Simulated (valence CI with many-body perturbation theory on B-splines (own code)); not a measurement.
**Ga XXVI: electric-dipole lines**

Level of theory: valence CI with perturbative core correlation (CI+MBPT): four valence electrons over a frozen Dirac-Fock core [He], radial functions for each j: 11 s, 11 p, 10 d, 8 f, 5 g, 2 h, with the one-electron correlation potential Σ1, the two-electron term Σ2, the three-electron term Σ3, Breit, model QED; selected CI, second order for the rest, scaled by the run's own slope (own B-spline code, finite nucleus).

No measured spectrum was set against this ion. As an estimate, levels of excited configurations hold to 0.05 to 0.15 % of their energy, terms of the ground configuration to about 0.5 %. Among the levels kept, up to 1000 cm⁻¹ of a level comes from second order outside the variational space, and about a tenth of that is noise between levels of different J, which matters for small intervals.

Lines 151 to 200 of 540 in falling wavelength, among levels below 1742.9 eV, chosen from the strongest by gf and those to the six lowest levels. Wavelengths and rates use the calculated energies, so an error of 800 cm⁻¹ moves a line at 10.35 nm by 0.083 % and its rate by three times that or more. Electric multipoles are in the length gauge with retardation, E1 and E2 with the static RPA response of the core. Weak lines are less certain than strong ones. Lines between different terms over intervals too small for the method are left out, as are lines whose strength nearly cancels. Where a level lies close to another of its J and parity, the split of strength between their lines is uncertain. The highest levels of a list are the least certain.

Names give the largest LS component (configuration and term), which can be under half, so a name can repeat, a term be missing and a line seem to break the LS rules; names also repeat where a configuration has a term twice. Letters in brackets count levels of one name in rising energy.

```csv
λ vac (nm),Upper,Lower,A (s⁻¹),log gf,Branch %
10.35,2p3 3p 5P_3,2s 2p2 3p 5D°_4,2.26e+10,-0.60,0.3
10.32,2p3 3p 3F_4,2s 2p2 3p 3F°_3,7.02e+09,-1.00,0.1
10.21,2p3 3s 3D°_3,2s 2p2 3s 3D_2,1.11e+10,-0.91,0.3
10.14,2p3 3s 5S°_2,2s 2p2 3s 5P_3,1.95e+10,-0.82,1.2
9.797,2p3 3d 5D°_2,2s 2p2 3d 5F_3 [b],1.39e+10,-1.00,0.9
9.793,2s 2p2 3d 3G_4,2s2 2p 3d 3F°_3,1.35e+10,-0.76,0.3
9.696,2s 2p2 3p 3F°_3,2s2 2p 3p 3D_2,1.88e+10,-0.73,0.7
9.649,2s 2p2 3d 3F_3 [c],2s2 2p 3d 3P°_2 [a],1.09e+10,-0.97,0.0
9.548,2p4 3P_2,2s 2p3 3D°_3,3.39e+10,-0.63,37.7
9.545,2p3 3d 5D°_4,2s 2p2 3d 5F_4,1.30e+10,-0.80,14.7
9.515,2s 2p2 3d 3G_3,2s2 2p 3d 3F°_2,1.56e+10,-0.83,1.6
9.464,2p3 3p 5P_3,2s 2p2 3p 5D°_3,1.26e+10,-0.93,0.2
9.455,2s 2p2 3p 1D°_2 [a],2s2 2p 3p 3P_1 [a],1.65e+10,-0.96,0.2
9.445,2p4 3P_1,2s 2p3 3P°_2,2.55e+10,-0.99,22.1
9.414,2s 2p2 3p 3F°_2,2s2 2p 3p 3D_1,2.32e+10,-0.81,0.5
9.410,2s 2p2 3d 3D_2 [b],2s2 2p 3d 3P°_2 [a],2.00e+10,-0.88,0.0
9.391,2s 2p2 3s 3D_2,2s2 2p 3s 3P°_1,2.30e+10,-0.82,0.4
9.359,2p4 1S_0,2s 2p3 1P°_1,1.22e+11,-0.79,86.2
9.231,2s 2p2 3d 3F_2 [b],2s2 2p 3d 3F°_2,2.49e+10,-0.80,0.1
9.111,2s 2p2 3p 3P°_1 [b],2s2 2p 3p 3P_1 [a],2.38e+10,-1.05,0.5
9.101,2s 2p3 3D°_1,2s2 2p2 3P_0,2.68e+10,-1.00,95.7
9.074,2s 2p2 3p 3D°_1,2s2 2p 3p 3D_1,3.70e+10,-0.86,0.5
8.942,2p4 3P_2,2s 2p3 3D°_2,2.08e+10,-0.91,23.1
8.899,2s 2p2 3d 3F_3 [d],2s2 2p 3d 3P°_2 [a],1.38e+10,-0.94,0.0
8.887,2s 2p2 3d 3F_3 [d],2s2 2p 3d 3F°_3,2.57e+10,-0.67,0.1
8.813,2s 2p2 3d 1F_3,2s2 2p 3d 1F°_3,4.61e+10,-0.42,0.1
8.741,2s 2p3 1D°_2,2s2 2p2 1D_2,5.95e+10,-0.47,79.8
8.734,2s 2p2 3d 1P_1 [a],2s2 2p 3d 3F°_2,2.64e+10,-1.04,0.1
8.724,2s 2p2 3p 1P°_1 [a],2s2 2p 3p 3D_2,3.01e+10,-0.99,0.3
8.717,2p4 1D_2,2s 2p3 3P°_2,1.62e+10,-1.04,19.2
8.717,2s 2p2 3d 3D_3 [e],2s2 2p 3d 3P°_2 [b],1.30e+10,-0.99,0.1
8.713,2s 2p2 3d 3D_3 [d],2s2 2p 3d 3D°_3,1.38e+10,-0.96,0.1
8.705,2s 2p3 3P°_0,2s2 2p2 3P_1,3.74e+10,-1.37,100.0
8.693,2s 2p3 3P°_2,2s2 2p2 3P_2,4.41e+10,-0.60,100.0
8.676,2s 2p2 3p 3D°_2 [c],2s2 2p 3p 3D_2,3.09e+10,-0.76,1.1
8.645,2p3 3d 5D°_4,2s 2p2 3d 5F_3 [a],1.02e+10,-0.99,11.6
8.635,2s 2p2 3s 3P_1 [b],2s2 2p 3s 3P°_1,4.50e+10,-0.82,0.8
8.616,2p3 3p 3D_1 [b],2s 2p2 3p 3F°_2,4.07e+10,-0.87,0.5
8.612,2s 2p2 3p 3D°_2 [c],2s2 2p 3p 3P_1 [a],1.61e+10,-1.05,0.6
8.607,2p3 3s 3P°_1,2s 2p2 3s 3D_2,4.29e+10,-0.85,0.8
8.577,2s 2p2 3d 3D_2 [c],2s2 2p 3d 3F°_3,5.94e+10,-0.49,0.3
8.562,2s 2p2 3p 1D°_2 [b],2s2 2p 3p 1D_2,3.93e+10,-0.67,3.9
8.557,2s 2p2 3d 3D_3 [e],2s2 2p 3d 3D°_3,1.94e+10,-0.83,0.2
8.529,2s 2p2 3p 3S°_1,2s2 2p 3p 3P_2,5.53e+10,-0.74,0.6
8.527,2s 2p3 3P°_1,2s2 2p2 3P_1,3.81e+10,-0.90,84.0
8.525,2s 2p2 3d 3F_4 [c],2s2 2p 3d 3F°_4,4.79e+10,-0.33,1.1
8.523,2s 2p2 3d 3P_1 [b],2s2 2p 3d 3F°_2,3.60e+10,-0.93,0.2
8.520,2p3 3p 5P_3,2s 2p2 3p 5D°_2 [a],1.40e+10,-0.97,0.2
8.516,2s 2p2 3s 3S_1,2s2 2p 3s 3P°_2,6.00e+10,-0.71,0.8
8.504,2s 2p2 3d 3D_3 [d],2s2 2p 3d 3F°_4,3.30e+10,-0.60,0.2
```
